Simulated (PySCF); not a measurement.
# Dipole response of Be²⁺ (beryllium, charge +2)

1s2, closed-shell 1S. All numbers are calculated (PySCF 2.14, scalar relativity by spin-free X2C-1e, in aug-cc-pVTZ-DK). Coupled (time-dependent) response in atomic units; α is the mean over directions.

```json
{"method": "UHF", "mean α (bohr³)": "0.03877", "C₆ (like pair)": "0.005440", "S(−4)": "0.001686"}
{"method": "PBE", "mean α (bohr³)": "0.04309", "C₆ (like pair)": "0.006355", "S(−4)": "0.002096"}
{"method": "PBE0", "mean α (bohr³)": "0.04184", "C₆ (like pair)": "0.006085", "S(−4)": "0.001973"}
```

S(−4) is the Cauchy moment in α(ω) = α(0) + S(−4) ω² + …

α(iu) at PBE0:

```tsv
u (hartree)	α(iu) (bohr³)
0	0.04184
0.0500	0.04183
0.100	0.04182
0.200	0.04176
0.300	0.04166
0.500	0.04135
0.750	0.04076
1.00	0.03996
1.50	0.03783
2.00	0.03522
3.00	0.02944
5.00	0.01935
```

A single London oscillator, α(iu) = α/(1 + u²/ω²), gives C₆ = (3/4) ω α². Matching the computed C₆ needs ω = 4 × 0.006085 / (3 × 0.04184²) = 4.63 hartree.

For an ion, C₆ is the dispersion term alone; charge-induced terms of lower order in 1/R come first.
